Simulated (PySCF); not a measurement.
A calculated (BHandHLYP, PySCF 2.14, ANO-RCC-VTZP, the spin-free X2C one-electron Hamiltonian (Gaussian nucleus)) atom or ion has these occupied shells.

| shell | electrons | orbital energy (eV) | rms radius, mean of both spins (bohr) |
| --- | --- | --- | --- |
| 1s α | 1 | -291.50 | 0.313 |
| 1s β | 1 | -290.58 | 0.313 |
| 2s α | 1 | -18.511 | 1.75 |
| 2s β | 1 | -14.523 | 1.75 |
| 2p α | 2 | -9.053 | 1.93 |

Q: Name the element and its charge.

A: C (carbon, neutral), in [He] 2s2 2p2, high-spin 3P determinant.
